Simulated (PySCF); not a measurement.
H7NO2Si2, SMILES N[SiH2]O[SiH2]O.

Geometry: r2SCAN-D4/def2-SVP. The structure was generated by enumeration, and PubChem lists no compound with its InChIKey, so it may never have been made. The values are those of a single conformer.

Level of theory: ωB97X/def2-TZVP (PySCF).

* **total energy**: -788.62145 hartree
* **highest occupied level**: -10.29 eV
* **lowest empty level**: 2.42 eV
* **orbital gap**: 12.70 eV
* **dipole moment**: 2.06 D
* **quadrupole, principal values (traceless, Buckingham form, about the centre of nuclear charge)**: -6.90, -1.53, 8.43 D·Å
* **mean static polarisability**: 61.6 bohr³ (9.12 Å³)
* **polarisability, principal values**: 57.4, 60.4, 66.9 bohr³
